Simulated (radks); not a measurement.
Question: All-electron atom: As in [Ar] 3d10 4s2 4p3. Method: scalar-relativistic Kohn-Sham, PBEsol, spin-unpolarised, spherical densities, finite nucleus; Fermi nuclear charge, rms radius 4.0968 fm; computed with a radial shooting solver on a logarithmic mesh with Libxc functionals. Some entries of the table are withheld. Estimate them.

orbital,occ.,eigenvalue (hartree),<1/r> (bohr^-1),<r> (bohr)
1s,2,-430.3301,(1),0.04552
2s,2,-54.59271,7.363,0.2029
2p,6,-47.88424,7.218,(2)
3s,2,-6.97882,2.384,0.5988
3p,6,(3),2.231,0.6175
3d,10,-1.49360,1.908,0.6785
4s,2,-0.53298,0.6805,1.939
4p,3,-0.19097,0.5162,2.546

Answer: 
(1) 1s <1/r> (bohr^-1): 33.45
(2) 2p <r> (bohr): 0.1773
(3) 3p eigenvalue (hartree): -4.90482
